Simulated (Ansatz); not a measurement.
Molecule: SbH, net charge 0, triplet state. 
Structure (B3LYP-D3(BJ)/def2-TZVP (Ansatz, a quantum-chemistry and plane-wave program) minimum search):
```
Sb
H 1 1.7225
```
Charge 0, spin multiplicity 3.

Computed values are from Ansatz. Correlated levels leave the core frozen unless marked. UHF or UKS for open shells. Spin-orbit coupling is left out. Frozen are the shells of the preceding noble gas and the d and f shells that filled before the atom's block. Past Kr the def2 sets carry scalar-relativistic core potentials. Basis-set limits of correlation are two-point, X^-3; Hartree-Fock from the larger set.

```yaml
atomisation energy De: 249.4 kJ/mol at CCSD(T)/CBS(def2-TZVPPD,def2-QZVPPD)
vertical ionisation energy (to the doublet): 8.87 eV at CCSD(T)/CBS(def2-TZVPPD,def2-QZVPPD)
vertical electron affinity (to the doublet; negative means unbound): 1.08 eV at CCSD(T)/CBS(def2-TZVPPD,def2-QZVPPD)
total_energy: -239.9564 Eh at CCSD(T)/CBS(def2-TZVPPD,def2-QZVPPD)
dipole_moment: 0.24 D at CCSD(T)/def2-SVPD
T1 diagnostic: 0.015 at CCSD/def2-QZVPPD
```
